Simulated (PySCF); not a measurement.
boric acid (BH3O3), SMILES OB(O)O. The structure is a stationary point at PBE0-D3(BJ)/def2-SVP. Other conformers were not sampled.

Method: PBE0-D3(BJ)/def2-SVP (PySCF).

Harmonic wavenumbers (cm⁻¹): 281, 449, 460, 468, 511, 681, 896, 928, 1021, 1034, 1464, 1521, 3938, 3950, 3967. Rotational constants (GHz): 10.18, 9.807, 4.995; symmetry number 1.

Problem. Work out the zero-point energy and the ideal-gas rigid-rotor harmonic-oscillator thermochemistry at 298.15 K and 1 atm.

Solution. ZPE = ½ Σ hcν = ½ × 21567 cm⁻¹ = 129.00 kJ/mol. H − E(el) = 143.46 kJ/mol. Entropy in J/(mol K): translation 160.18, rotation 100.34, vibration 21.99, total 282.51. G − E(el) = 59.23 kJ/mol. Cp = 73.61 J/(mol K).
